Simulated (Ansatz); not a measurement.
H₅OSSi₂ (`O[SiH2]S[SiH2]`) radical, charge 0, multiplicity 2.

**Question.** Give a relaxed structure at PBE0-D4/def2-TZVP (the Gaussian-basis code of Ansatz). (An estimate is asked.)

**Answer.** Computed: 
Z-matrix (Å, degrees):
```
Si
S 1 2.143
O 1 1.638 2 112.9
H 1 1.476 2 107.2 3 116.2
H 1 1.486 2 107.3 3 -123.1
Si 2 2.129 1 97.0 3 87.8
H 3 0.959 1 118.0 2 -58.4
H 6 1.495 2 110.2 1 -36.9
H 6 1.489 2 107.5 1 -156.6
```
This is one stationary point; other conformers may exist.
